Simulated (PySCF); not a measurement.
Compound: YF₃ (singlet state).
Bonds: Y1–F2, Y1–F3, Y1–F4.

Method: PBE0-D3(BJ)/def2-SVP geometry optimisation, gas phase, def2 core potentials past Kr (PySCF 2.14.0); density fitting, grid level 1; the optimiser is geomeTRIC in internal coordinates, started from a GFN2-xTB structure with every atom displaced at random (about 0.03 Å).

Step 2: E = -9185.8997 eV
```
atom  x, y, z in Å  |  force x, y, z in eV/Å
Y1      0.0024   -0.0122    0.4945    0.121  -0.193  -0.264
F2      1.8868   -0.0213   -0.1006    0.210   0.013   0.145
F3     -0.9077    1.5716   -0.2301   -0.212   0.417   0.012
F4     -0.8982   -1.6286   -0.1944   -0.118  -0.236   0.107
```

Step 3: E = -9186.0384 eV
```
atom  x, y, z in Å  |  force x, y, z in eV/Å
Y1      0.0088   -0.0180    0.2193    0.082  -0.139  -0.277
F2      2.0025   -0.0166   -0.0050   -0.324   0.002   0.062
F3     -0.9670    1.6913   -0.1415    0.088  -0.232   0.112
F4     -0.9610   -1.7471   -0.1033    0.154   0.369   0.103
```

**Question.** Estimate the geometry and energy of step 4. (The exact step hangs on the optimiser's Hessian estimate; all steps are aligned on step 3, rigid shifts and turns removed.)

**Answer.** E = -9185.9832 eV, largest force 0.931 eV/Å
```
atom  x, y, z in Å  |  force x, y, z in eV/Å
Y1      0.0193   -0.0192   -0.0247    0.142  -0.288   0.044
F2      2.0523   -0.0119    0.0781   -0.930   0.003  -0.034
F3     -0.9937    1.7260   -0.0610    0.319  -0.498  -0.007
F4     -0.9946   -1.7854   -0.0229    0.469   0.783  -0.003
```

The energy changes by +0.0552 eV. The first-order estimate −F·Δx gives -0.0453 eV and the mean of the old and new forces, exact on a quadratic surface, +0.0425 eV. The step makes an angle of 77° with the force vector and moves no atom by more than 0.244 Å. The energy falls at the start of this step and ends higher, so the step passed the lowest point of its straight line.

The cost below is that of the whole optimisation. Time: 33 s wall; peak memory 0.29 GiB. Hardware: one thread of an Arm Neoverse V1, shared host with 64 logical CPUs at a one-minute load of 34.
